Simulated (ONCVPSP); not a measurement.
Reading a pseudo-wave (arsenic)

Columns: radius, all-electron u(r) and pseudo u(r) of the 3s shell (level -190.31 eV) of arsenic in the configuration [Ne] 3s2 3p6 3d10 4s2 4p3; PBE, scalar-relativistic, ONCV scheme, ONCVPSP 4.0.1.

```csv
r (bohr),all-electron,pseudo
0.060,-0.0222,0.2514
0.120,-0.7374,0.4928
0.180,-0.6257,0.7146
0.240,-0.0785,0.9083
0.300,0.5203,1.0667
0.360,0.9909,1.1850
0.420,1.2869,1.2602
0.480,1.4250,1.2922
0.540,1.4450,1.2837
0.600,1.3860,1.2397
0.660,1.2796,1.1666
0.720,1.1498,1.0723
0.780,1.0125,0.9648
0.840,0.8780,0.8517
0.900,0.7523,0.7395
0.960,0.6384,0.6330
1.020,0.5375,0.5357
1.080,0.4498,0.4492
1.140,0.3743,0.3741
1.200,0.3102,0.3100
1.260,0.2560,0.2559
1.320,0.2107,0.2106
1.380,0.1729,0.1728
1.440,0.1416,0.1415
1.500,0.1156,0.1156
1.560,0.0944,0.0943
```

**Question.** How many radial nodes do the two functions have?

**Answer.** The all-electron 3s function has n − l − 1 = 2 (the table is too coarse to show those close to the nucleus); the pseudo-wave has 0, since the states of the same l below it are removed with the core.

**Question.** At about which radius was the pseudo-wave matched?

**Answer.** 1.20 bohr, where the columns begin to agree (steps of 0.06 bohr).

**Question.** Is the pseudo-wave norm-conserving?

**Answer.** Yes: the ONCV scheme keeps the norm inside the radius equal to the all-electron one, which fixes the energy derivative of the logarithmic derivative at the level.
